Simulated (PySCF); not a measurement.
Predicted microwave data (PBE0-D3(BJ)/def2-SVP geometry optimisation, gas phase (PySCF 2.14.0)) for one isomer of C7H14Si:

```
Rotational constants : A = 3127, B = 1123, C = 909.1 MHz
Dipole components    : |μa| = 0.36 D, |μb| = 0.00 D, |μc| = 0.49 D
Inertial defect      : -55.56 u·Å²
κ                    : -0.81
```

Question: Which structure is it? (One computed conformer of each.)
A. `[CH3:1][CH:2]([CH3:3])[C@@H:4]1[CH:5]=[CH:6][CH2:7][SiH2:8]1` with C1–C2–C4–C5 -175°
B. `[CH3:1][CH:2]([CH3:3])[SiH:4]1[CH2:5][CH:6]=[CH:7][CH2:8]1` with C1–C2–Si4–C5 -171°

Answer: B. It is CC(C)[SiH]1CC=CC1, an asymmetric top, point group Cs. The candidates at the same level (rigid rotor, commonest isotopes):

```json
{"SMILES": "CC(C)[C@@H]1C=CC[SiH2]1", "A (MHz)": "2728", "B (MHz)": "1273", "C (MHz)": "1085", "μa (D)": "0.03", "μb (D)": "0.46", "μc (D)": "0.05", "Δ (u·Å²)": "-116.34", "point group": "C1", "rotor": "asymmetric top"}
{"SMILES": "CC(C)[SiH]1CC=CC1", "A (MHz)": "3127", "B (MHz)": "1123", "C (MHz)": "909.1", "μa (D)": "0.36", "μb (D)": "0.00", "μc (D)": "0.49", "Δ (u·Å²)": "-55.56", "point group": "Cs", "rotor": "asymmetric top"}
```

`CC(C)[C@@H]1C=CC[SiH2]1` has C 19 % too high. In the right answer the mirror of this Cs structure is the ac plane, so μb vanishes by symmetry. No structure here is proved a minimum.
